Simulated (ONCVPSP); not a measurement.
**Cutoff test, I (Z = 53), ONCV**

iodine (I), optimised norm-conserving Vanderbilt (ONCV), made with ONCVPSP 4.0.1 (LDA (Perdew-Wang 92), scalar-relativistic). Core [Ar] 3d10, reference 4s2 4p6 4d10 5s1.75 5p5.25. Waves: 4s+5s: rc 1.30 bohr, ncon 5, nbas 9, qcut 10.2 1/bohr, 2 projectors; 4p+5p: rc 1.30 bohr, ncon 4, nbas 7, qcut 10.7 1/bohr, 2 projectors; 4d: rc 1.35 bohr, ncon 4, nbas 8, qcut 13 1/bohr, 2 projectors, debl 2.8 Ha. Local part: polynomial inside 0.80 bohr (lpopt 5, dvloc0 -1 Ha). Core correction: none.

Question: For each optimised wave give the share of its norm inside rc, the residual kinetic energy above qcut (Ha) and the cutoffs (Ha) for errors of 10, 1, 0.1 and 0.01 mHa per electron.

Answer:

```
         wave  norm inside rc  residual KE  10 mHa  1 mHa  0.1 mHa  0.01 mHa
           4s           0.975      2.3e-05    33.5   41.4     47.7      86.6
           5s           0.137      2.6e-05    31.1   40.7     48.0      69.2
           4p           0.952      3.3e-07    23.7   29.1     33.2      40.0
           5p           0.065      2.1e-06    19.3   25.0     33.8      50.9
           4d           0.880      3.1e-08    43.8   54.3     63.0      70.3
d projector 2           0.036      7.8e-09    33.4   45.9     56.9      65.7
```

The occupied waves need 54 Ha and 63 Ha for 1 and 0.1 mHa.
